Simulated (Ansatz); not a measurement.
One change: `[F][GaH][ZnH]` becomes `[F][GaH][Cl]`.

Ansatz, PBE0-D4/def2-TZVP geometries, multiplicity 1. 

Scalar relativity is left out up to krypton.

| property | `[F][GaH][ZnH]` |
| --- | --- |
| HOMO–LUMO gap (ωB97M-V/def2-TZVPP) / eV | 8.53 |
| ideal-gas entropy at 298 K and 1 bar (rigid rotor, harmonic PBE0-D4/def2-TZVP) / J/(mol·K) | 321 |
| LUMO energy (PBE0/def2-TZVPP) / eV | -2.31 |
| HOMO energy (ωB97M-V/def2-TZVPP) / eV | -9.19 |
| LUMO energy (ωB97M-V/def2-TZVPP) / eV | -0.66 |
| size of the dipole moment (B3LYP/def2-TZVPP) / D | 2.48 |

**Question.** Give the same properties after the change, and the shifts. (Estimate.)

**Answer.** Ansatz gave: 
```csv
property,`[F][GaH][Cl]`,shift
HOMO–LUMO gap (ωB97M-V/def2-TZVPP) / eV,11.81,3.28
"ideal-gas entropy at 298 K and 1 bar (rigid rotor, harmonic PBE0-D4/def2-TZVP) / J/(mol·K)",295,-26
LUMO energy (PBE0/def2-TZVPP) / eV,-1.55,0.76
HOMO energy (ωB97M-V/def2-TZVPP) / eV,-11.63,-2.44
LUMO energy (ωB97M-V/def2-TZVPP) / eV,0.18,0.84
size of the dipole moment (B3LYP/def2-TZVPP) / D,2.11,-0.37
```

With PBE0 the HOMO falls by 2.19 eV and the LUMO rises by 0.76 eV, so the gap widens by about 2.95 eV. PBE moves the HOMO by -1.80 eV and ωB97M-V by -2.44 eV. The zero-point energy changes by -12.8 kJ/mol with -3 modes. Dipoles are sizes alone; their direction can turn.

B3LYP here is the variant with VWN-RPA as its local correlation; programs differ in this.
